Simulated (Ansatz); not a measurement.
Calculated with Ansatz (gas phase, PBE0-D4/def2-TZVP geometries, no zero-point term in ΔE). CBS: MP2 limit from def2 TZ/QZ plus the TZ coupled-cluster correction, frozen cores. This one scheme is used for every species. DFT in def2-TZVPP. B3LYP here is the variant with VWN-RPA as its local correlation; programs differ in this. Each species was taken in one conformer, which may not be the lowest.

`C[O][AlH][SiH2]S` + `N[SiH3]` → `[SiH3]N[SiH2]S` + `C[O][AlH2]`  (cleavage of the Si–Al bond)

| level | ΔE (kJ/mol) | difference from CCSD(T)/CBS |
| --- | --- | --- |
| PBE-D4 | -40.9 | 20.3 |
| r2SCAN-D4 | -55.1 | 6.1 |
| PBE0-D4 | -47.1 | 14.1 |
| B3LYP-D4 | -60.4 | 0.8 |
| ωB97X-V | -59.7 | 1.5 |
| ωB97M-V | -65.8 | -4.6 |
| B2PLYP | -63.3 | -2.1 |
| PBE | -39.3 | 21.9 |
| r2SCAN | -54.8 | 6.4 |
| PBE0 | -45.8 | 15.4 |
| B3LYP | -57.8 | 3.4 |
| HF/def2-TZVPP | -76.7 | -15.5 |
| MP2/def2-TZVPP | -69.7 | -8.5 |
| SCS-MP2/def2-TZVPP | -71.5 | -10.3 |
| CCSD/def2-TZVPP | -63.5 | -2.3 |
| CCSD(T)/def2-TZVPP | -61.6 | -0.4 |
| HF/def2-QZVPP | -78.5 | -17.3 |
| MP2/def2-QZVPP | -70.1 | -8.9 |
| SCS-MP2/def2-QZVPP | -71.9 | -10.7 |
| HF/CBS(def2) | -78.8 | -17.6 |
| MP2/CBS(def2) | -69.3 | -8.1 |
| CCSD/CBS(def2) | -63.1 | -1.9 |
| CCSD(T)/CBS | -61.2 | 0 |

Largest T1 diagnostic among the species: 0.013.

From PBE to PBE0 (25 % exact exchange), in def2-TZVPP and without D4, ΔE moves by −6.5 kJ/mol. In def2-TZVPP, CCSD(T) changes the Hartree–Fock value by +15.1 kJ/mol (the triples alone add +1.9 kJ/mol) and MP2 by +7.0 kJ/mol.
